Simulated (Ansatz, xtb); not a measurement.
# Two isomers of C3H4O3S2

We compare I, `O=C1OCC(S)(S)O1`, a singlet, with II, `O=C1O[C@@H](S)[C@@H](S)O1`, a singlet. Both are isolated molecules in the gas phase, relaxed with PBE-D3(BJ)/def2-SVP; each stands in its lowest conformer found.

Q: Which of the two would you expect CCSD(T)/def2-SVP + ΔMP2/def2-TZVPP electronic energies to favour?

A: Structure II; the calculation gives E(II) − E(I) = −1.28 kcal/mol.

The same difference at several levels:

| level | geometry | E(II) − E(I) (kcal/mol) | departure from the last row (kcal/mol) | job, with rough time for the two |
| --- | --- | --- | --- | --- |
| GFN2-xTB | GFN2-xTB | +0.93 | +2.21 | optimisation, 0.36 s |
| HF/STO-3G | GFN2-xTB | −0.99 | +0.29 | single point, 0.78 s |
| r2SCAN-D4/def2-SVP | GFN2-xTB | −0.86 | +0.42 | single point, 9 s |
| PBE-D3(BJ)/def2-SVP | PBE-D3(BJ)/def2-SVP | −1.84 | −0.56 | optimisation, 66 s |
| HF/def2-SVP | PBE-D3(BJ)/def2-SVP | −0.80 | +0.48 | part of the CCSD(T) run |
| MP2/def2-SVP | PBE-D3(BJ)/def2-SVP | −1.36 | −0.08 | part of the CCSD(T) run |
| CCSD(T)/def2-SVP | PBE-D3(BJ)/def2-SVP | −1.42 | −0.15 | single point |
| CCSD(T)/def2-SVP + ΔMP2/def2-TZVPP | PBE-D3(BJ)/def2-SVP | −1.28 |  | single point, 3 min |

As drawn, both hold the same kinds of bond in the same numbers.

GFN2-xTB puts the two in the other order. The largest departure from CCSD(T)/def2-SVP + ΔMP2/def2-TZVPP is that of GFN2-xTB, 2.21 kcal/mol. The last row adds to CCSD(T) the change of the MP2 difference between the two basis sets, here +0.15 kcal/mol.

With thermal terms from frequencies at re-optimised GFN2-xTB minima (ideal gas, soft modes damped towards free rotors, one conformer each, 298.15 K, 1 atm): on the last row, ΔE + ΔZPE = −1.02, ΔH = −1.15, ΔG = −0.99 kcal/mol.

The correlated steps freeze 16 core orbitals. Mirror images aren't counted in ΔG. Codes used: Ansatz 0.2.0, xtb 6.7.1; the last row on 2 threads of Arm Neoverse V1 on a shared host.
